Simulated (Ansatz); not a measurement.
This triplet is an excited state, 1.87 eV above the relaxed singlet at the level frozen-core CCSD(T)/cc-pVTZ // PBE0-D3(BJ)/def2-SVP (Ansatz, a quantum-chemistry and plane-wave program).

These are Ansatz with frozen-core CCSD(T)/cc-pVTZ // PBE0-D3(BJ)/def2-SVP values and carry that method's errors.

Ansatz 0.2 input:
```yaml
crystal:
  periodic: [false, false, false]
  atoms:
    - { symbol: C, position_ang: [-0.612654, -0.021142, -0.015385] }
    - { symbol: Si, position_ang: [1.158429, -0.671422, -0.195741] }
    - { symbol: F, position_ang: [2.336692, 0.412236, 0.163638] }
    - { symbol: H, position_ang: [-1.304372, -0.833277, -0.282603] }
    - { symbol: H, position_ang: [-0.801552, 0.28455, 1.02487] }
    - { symbol: H, position_ang: [-0.776544, 0.829055, -0.694779] }
basis:
  gaussian: { orbitals: cc-pVTZ }
correlation:
  method: ccsd_t
magnetization:
  spin_polarized: true
  initial_magnetization: 2
```

Output:

```
Functional definition: HF
787 factors; integrals over basis functions are off by at most 1.1e-3 eV
mean field evaluation 1: about -11644.5813 eV, gradient 2.2e1 eV
mean field evaluation 2: about -11644.5900 eV, gradient 2.2e1 eV
mean field evaluation 4: about -11647.1505 eV, gradient 3.0e0 eV
mean field evaluation 8: about -11647.3088 eV, gradient 1.1e-1 eV
mean field evaluation 16: about -11647.1378 eV, gradient 3.0e0 eV
mean field evaluation 32: about -11643.5744 eV, gradient 4.2e-2 eV
mean field -11647.30898426 eV, -428.0307103418 hartree, gradient 2.3e-6 eV, S^2 2.005097; 0 other end points of the search recorded, 0 dependent functions left out
7 core orbitals not correlated
reference -11647.30898426 eV, -428.0307103418 hartree; 10, 8 occupied and 119, 121 virtual orbitals, 787 factors
second order -13.80801123 eV of doubles, -0.00000000 eV of singles
cycle   1  -14.01311622 eV  change   -2.1e-1 eV  update   8.3e-2
cycle   2  -14.33462217 eV  change   -3.2e-1 eV  update   2.8e-2
cycle   3  -14.43173657 eV  change   -9.7e-2 eV  update   1.7e-2
cycle   4  -14.42482314 eV  change    6.9e-3 eV  update   6.2e-3
cycle   5  -14.42394875 eV  change    8.7e-4 eV  update   3.2e-3
cycle   6  -14.42560732 eV  change   -1.7e-3 eV  update   1.2e-3
cycle   7  -14.42559037 eV  change    1.7e-5 eV  update   5.5e-4
cycle   8  -14.42562748 eV  change   -3.7e-5 eV  update   2.0e-4
cycle   9  -14.42570830 eV  change   -8.1e-5 eV  update   7.7e-5
cycle  10  -14.42567064 eV  change    3.8e-5 eV  update   2.7e-5
cycle  11  -14.42568088 eV  change   -1.0e-5 eV  update   1.2e-5
perturbative correction -0.50002703 eV, -0.0183756542 hartree
Total energy: -11662.23469216 eV, -428.5792199904 hartree
```

Cost: very roughly 80 core-seconds.
